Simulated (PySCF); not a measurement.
A structure optimised at r2SCAN-D4/def2-SVP, used in a PySCF frequency run:

```
Si
O 1 1.6571
C 2 1.4157 1 124.20
H 3 1.1000 2 108.35 1 -175.79
H 3 1.1042 4 108.66 2 120.85
H 3 1.1059 4 108.51 5 117.81
H 1 1.4972 2 109.96 3 52.58
Cl 1 2.0989 7 104.93 2 117.88
Si 1 2.3363 7 116.53 2 -124.56
H 9 1.4958 1 106.89 7 173.36
H 9 1.4971 10 108.44 1 118.69
C 9 1.8834 10 110.98 11 122.57
H 12 1.1012 9 111.09 10 -57.54
H 12 1.1013 13 108.36 9 -120.96
H 12 1.1013 13 108.05 14 -116.83
```
Charge 0, spin multiplicity 1.

Write its SMILES and formula.

CO[Si@H](Cl)[SiH2]C, C₂H₉ClOSi₂

What are its rotational constants (standard atomic weights)?

2.4622, 1.1345, 0.83095 GHz
